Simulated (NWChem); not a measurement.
# C₂H₄FNOSi; SMILES O[Si@@H]1C=N[C@@H]1F

```xyz
10

O      0.7501    -1.8779    -0.4673
Si    -0.2117    -0.8626     0.4207
C     -1.5065     0.2182    -0.4352
N     -0.9064     1.3430    -0.2474
C      0.3013     0.9915     0.5149
F      1.4287     1.3276    -0.1879
H      1.2113    -1.4933    -1.2201
H     -0.5903    -1.6586     1.6216
H     -2.4752     0.1840    -0.9553
H      0.3176     1.5416     1.4722
```
Atoms are numbered in this order, from 1.

Coordinates come from a PBE0/def2-SVP optimisation.

Task: Give the principal values of the shielding tensors (ppm) of O1, Si2, C3, N4, C5 from BHandHLYP/pcSseg-1, GIAO (NWChem), with their diamagnetic and paramagnetic parts as GIAO splits them.

Result: 
```json
[
 {"atom": "O1", "σ11": "271.5", "σ22": "291.5", "σ33": "313.9", "isotropic": "292.3", "diamagnetic": "390.9", "paramagnetic": "-98.6"},
 {"atom": "Si2", "σ11": "313.2", "σ22": "358.5", "σ33": "401.3", "isotropic": "357.7", "diamagnetic": "877.2", "paramagnetic": "-519.6"},
 {"atom": "C3", "σ11": "-163.2", "σ22": "-32.9", "σ33": "111.2", "isotropic": "-28.3", "diamagnetic": "256.4", "paramagnetic": "-284.7"},
 {"atom": "N4", "σ11": "-787.3", "σ22": "-224.0", "σ33": "191.6", "isotropic": "-273.2", "diamagnetic": "328.0", "paramagnetic": "-601.2"},
 {"atom": "C5", "σ11": "42.3", "σ22": "78.9", "σ33": "89.1", "isotropic": "70.1", "diamagnetic": "246.3", "paramagnetic": "-176.2"}
]
```
